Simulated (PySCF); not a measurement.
Job file and geometry (Å, from GFN2-xTB) of an NMR shielding run on SMILES c1ccc([C@@H]2CP2)cc1, C8H9P, GIAO PBE0/pcSseg-1 NMR shielding, non-relativistic, gas phase (PySCF 2.14.0, density-fitted response routines); density fitting, a coarse starting grid and PySCF grid level 2 are the driver's defaults:

```
$ OMP_NUM_THREADS=1 python probes_run.py task.json out

{"job": {"kind": "nmr", "xc": "PBE0", "basis": "pcSseg-1"}, "charge": 0, "multiplicity": 1}
C      2.557298     0.507228     0.324659
C      2.088646    -0.524827     1.119975
C      0.762087    -0.906160     1.053030
C     -0.122669    -0.267287     0.186330
C     -1.525515    -0.715139     0.140625
C     -2.416840    -0.495646    -1.050525
P     -2.935365     0.484292     0.421061
C      0.359662     0.774327    -0.601822
C      1.686239     1.156295    -0.533687
H      3.593777     0.805967     0.373874
H      2.758637    -1.036180     1.795806
H      0.402460    -1.711485     1.678104
H     -1.687550    -1.656683     0.660310
H     -3.064945    -1.319169    -1.324220
H     -2.015403     0.030055    -1.905043
H     -2.188960     1.618623     0.082511
H     -0.302792     1.295719    -1.279164
H      2.042473     1.966387    -1.153482
```

Problem. Write the output of this run.

Solution. 
```
coarse grid: 15896 points
cycle   1  E = -650.9426005431  dE =  1.562e+00  |g| = 3.791e-01  |ddm| = 4.246e+00
cycle   2  E = -650.9368918383  dE =  5.709e-03  |g| = 4.149e-01  |ddm| = 1.050e+00
cycle   3  E = -650.9833091730  dE = -4.642e-02  |g| = 5.199e-02  |ddm| = 5.299e-01
cycle   4  E = -650.9838654091  dE = -5.562e-04  |g| = 3.270e-02  |ddm| = 1.233e-01
cycle   5  E = -650.9841422951  dE = -2.769e-04  |g| = 6.915e-03  |ddm| = 4.187e-02
cycle   6  E = -650.9841522448  dE = -9.950e-06  |g| = 3.497e-03  |ddm| = 1.122e-02
cycle   7  E = -650.9841553928  dE = -3.148e-06  |g| = 8.532e-04  |ddm| = 4.487e-03
final grid: 149944 points
cycle   8  E = -651.0387484153  dE = -4.769e-05  |g| = 9.077e-03  |ddm| = 6.071e-02
cycle   9  E = -651.0387298358  dE =  1.858e-05  |g| = 1.213e-02  |ddm| = 2.567e-02
cycle  10  E = -651.0387703987  dE = -4.056e-05  |g| = 1.929e-03  |ddm| = 1.675e-02
cycle  11  E = -651.0387714197  dE = -1.021e-06  |g| = 3.895e-04  |ddm| = 2.595e-03
cycle  12  E = -651.0387714558  dE = -3.616e-08  |g| = 1.444e-04  |ddm| = 5.385e-04
cycle  13  E = -651.0387714612  dE = -5.361e-09  |g| = 4.045e-05  |ddm| = 2.016e-04
cycle  14  E = -651.0387714616  dE = -4.029e-10  |g| = 9.713e-06  |ddm| = 5.664e-05
converged SCF energy = -651.0387714616

GIAO shielding tensors (ppm)
atom      isotropic    diamagn.    paramagn.     s11        s22        s33       span
  0 C       56.025     253.942    -197.917    -50.836     41.501    177.409    228.245
  1 C       52.914     253.691    -200.777    -57.387     39.711    176.418    233.805
  2 C       51.859     250.664    -198.805    -55.525     50.607    160.497    216.022
  3 C       37.592     255.944    -218.351    -53.419     -4.537    170.734    224.153
  4 C      162.442     248.767     -86.325    130.579    147.740    209.007     78.428
  5 C      172.740     254.410     -81.670    144.808    178.030    195.380     50.572
  6 P      545.551     964.996    -419.445    253.426    497.179    886.047    632.621
  7 C       61.835     253.404    -191.569    -42.589     44.646    183.448    226.036
  8 C       52.281     252.652    -200.371    -60.045     39.097    177.792    237.837
  9 H       24.342      29.561      -5.220     21.059     25.340     26.625      5.566
 10 H       24.172      29.851      -5.679     20.842     24.684     26.990      6.148
 11 H       24.025      32.930      -8.905     20.518     22.366     29.191      8.673
 12 H       29.436      32.038      -2.602     21.728     27.731     38.851     17.123
 13 H       30.251      29.045       1.206     24.084     25.528     41.140     17.056
 14 H       29.750      31.796      -2.045     24.065     27.274     37.912     13.847
 15 H       31.747      30.675       1.072     23.484     29.282     42.474     18.990
 16 H       24.750      34.055      -9.305     19.751     22.005     32.493     12.742
 17 H       24.170      30.464      -6.294     20.588     24.346     27.577      6.988
```

Size and cost of the density-fitted run: 205 basis functions, 42 s wall time on 1 thread of an Arm Neoverse V1, shared host; peak memory 0.89 GiB.
